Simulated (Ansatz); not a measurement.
`BB([SiH3])S` + H₂ → `BB[SiH3]` + H₂S  (hydrogenolysis of a B–S bond)

Computed with Ansatz on PBE0-D4/def2-TZVP structures; ΔE is electronic, products minus reactants. CBS: MP2 limit from def2 TZ/QZ plus the TZ coupled-cluster correction, frozen cores. This one scheme is used for every species. One conformer a species, not always the lowest.

| species | CCSD(T)/CBS(def2) energy (Eh) |
| --- | --- |
| `BB([SiH3])S` | -740.02884 |
| H₂ | -1.17544 |
| `BB[SiH3]` | -342.20223 |
| H₂S | -398.97279 |

Task: Work out ΔE.

Result: ΔE = (-342.20223) + (-398.97279) − (-740.02884) − (-1.17544) = 0.02926 Eh = +0.80 eV.

Largest T1 diagnostic among the species: 0.016.

In def2-TZVPP, CCSD(T) changes the Hartree–Fock value by +0.32 eV (the triples alone add +0.08 eV) and MP2 by +0.43 eV. At CCSD(T), def2-SVP lies +0.04 eV from the extrapolated value and def2-TZVPP −0.01 eV.
